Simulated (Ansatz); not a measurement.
A structure relaxed at r2SCAN-D4/def2-SVP in Ansatz, charge 0, singlet:

Cartesian coordinates in Å:
```
Sn 4.5740 1.0853 2.5442
Sn 4.9280 -2.0908 -0.7796
Sn 0.7929 1.4460 5.0983
Sn -2.7308 -1.4716 4.3901
Sn 1.7651 4.6447 2.0059
Sn 2.0170 1.4027 -1.2383
Sn -1.7355 1.7544 1.2752
Sn -0.8004 5.0071 -1.8312
Sn 1.0599 -1.7897 1.8356
Sn 1.5515 -4.8833 -1.2607
Sn -2.4402 -4.7058 1.1668
Sn -1.4576 -1.4092 -1.9572
Sn -0.5341 1.8189 -5.0728
Sn 2.3238 -1.7669 -4.5632
Sn -4.3038 2.1473 -2.5215
Sn -5.2533 -1.1550 0.5974
Sn 2.8688 2.8689 3.8696
Sn 3.1687 -0.3893 0.6063
Sn 3.5168 -3.5226 -2.7325
Sn -0.6563 -0.0104 3.1810
Sn -4.1669 -2.9284 2.4752
Sn 0.3160 3.2409 0.0485
Sn 0.6021 0.0161 -3.2389
Sn -3.2298 0.3454 -0.6502
Sn -2.2567 3.5987 -3.7651
Sn -0.4040 -3.2334 -0.0881
Br 2.8727 -5.6279 0.8004
H 5.2985 0.0047 3.6732
H 5.8527 1.9530 1.7815
H 6.1257 -1.1130 -1.5462
H 5.7386 -3.1534 0.2991
H 1.4267 0.3662 6.2817
H -0.2635 2.5326 5.9185
H -3.7930 -0.3943 5.2151
H -2.0753 -2.5402 5.5719
H 3.0074 5.5639 1.2437
H 0.7200 5.7655 2.7942
H 3.2910 2.2871 -2.0076
H -2.8034 2.8548 2.0782
H 0.4523 5.9186 -2.5855
H -1.8232 6.1307 -1.0181
H 1.6982 -2.8857 3.0044
H 0.9926 -6.3747 -1.9262
H -1.7387 -5.8117 2.2828
H -3.2965 -5.6284 -0.0089
H -2.3402 -2.3049 -3.1475
H 0.7226 2.6839 -5.8737
H -1.3878 0.9342 -6.2804
H 3.5559 -0.8822 -5.3805
H 1.4555 -2.6498 -5.7617
H -5.3931 3.2169 -1.7229
H -5.2170 1.2799 -3.6974
H -6.3628 -0.0859 1.3686
H -6.1379 -2.0225 -0.6005
H 3.7593 3.7525 5.0594
H 4.5214 -4.6750 -3.5368
H -5.4398 -3.8150 3.2392
H -2.9342 4.7003 -4.9128
```

Q: Give its formula.

A: Sn₂₆H₃₁Br, a nanocrystal cut from the lattice of tin (1 of the caps Br).

Q: Summarise the bond lengths by kind (pairs closer than 1.2 times the sum of covalent radii, bridged metal pairs left out).

A: 36 × Sn–Sn 2.80 to 2.82 Å; 1 × Br–Sn 2.56 Å; 31 × H–Sn 1.72 to 1.73 Å.

In the def2 sets Sn takes a core potential; there is no spin–orbit coupling. Single mean-field runs in def2-SVP are fitted with def2-universal-jkfit.
